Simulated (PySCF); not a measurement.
Mapped SMILES: `[CH3:1][C:2]#[C:3][C:4](=[O:5])[O:6][CH3:7]`; H(Xn) means a hydrogen on atom n.

GIAO PBE0/pcSseg-1 shifts (PySCF 2.14, gas phase, non-relativistic, equivalent atoms averaged), each against references optimised in the same way as the molecule (TMS, H2O).

On the GFN2-xTB geometry: C4 160.6, C2 92.0, C3 79.1, C7 53.5, C1 4.6, O5 454.9, O6 199.3, H(C7) 3.85, H(C1) 2.14 ppm.

**Question.** What changes on the PBE0-D3(BJ)/def2-SVP geometry?

**Answer.** 
```json
{"atoms": "C4", "δ (ppm)": "157.7", "change": "-2.9"}
{"atoms": "C2", "δ (ppm)": "89.4", "change": "-2.6"}
{"atoms": "C3", "δ (ppm)": "77.9", "change": "-1.2"}
{"atoms": "C7", "δ (ppm)": "52.1", "change": "-1.4"}
{"atoms": "C1", "δ (ppm)": "4.6", "change": "+0.0"}
{"atoms": "O5", "δ (ppm)": "452.8", "change": "-2.1"}
{"atoms": "O6", "δ (ppm)": "197.2", "change": "-2.1"}
{"atoms": "H(C7)", "δ (ppm)": "3.60", "change": "-0.25"}
{"atoms": "H(C1)", "δ (ppm)": "2.01", "change": "-0.13"}
```

Bonds between heavy atoms that differ most (equivalent bonds averaged): C3–C4 1.437 → 1.448 Å, C1–C2 1.440 → 1.449 Å, C2–C3 1.203 → 1.213 Å, C4–O6 1.343 → 1.337 Å. Mean change of bonds to hydrogen: C–H +0.010 Å.
